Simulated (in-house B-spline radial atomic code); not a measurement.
Neutral antimony is squeezed into an impenetrable sphere of radius R (the orbitals vanish at R). Caution: exact exchange at fractional occupations of open shells leaves self-interaction of up to several eV. Method: non-relativistic PBE0, spin-polarised, spherical fractional occupations, point nucleus. Calculated with a radial B-spline atomic code at the basis-set limit.

Energies in eV above the free atom in [Kr] 4d10 5s2 5p3:

```csv
R (bohr),highest level (eV),[Kr] 4d10 5s2 5p3,[Kr] 4d10 5s1 5p3 5f1,[Kr] 4d10 5s2 5p2 5f1,-dE/dV in [Kr] 4d10 5s2 5p3 (GPa)
8.22,-6.49,0.05899,25.52,21.66,0.0973
6.49,-6.01,0.5516,32.69,29.04,1.46
4.66,-2.86,6.235,52.16,48.29,33.8
4.46,-1.99,8.207,56.42,52.44,49
3.68,4.17,24.84,84.82,79.97,232
3.23,11.7,49.09,119,113.1,634
2.45,46.4,186.6,282.9,272.8,5090
2.36,54.4,222,322.3,311.3,6720
1.63,226,1160,1287,1266,99100
1.33,451,2713,2819,2796,402000
```

Problem. Does [Kr] 4d10 5s1 5p3 5f1 fall below [Kr] 4d10 5s2 5p3 under compression?

Solution. No, it stays above over the whole range.

Problem. Does [Kr] 4d10 5s2 5p2 5f1 fall below [Kr] 4d10 5s2 5p3 under compression?

Solution. No, it stays above over the whole range.

The highest level is first positive in the row R = 3.68 bohr, pushed up by confinement above the zero of the free ion's potential. Each configuration is held fixed and needn't be the lowest in the sphere.
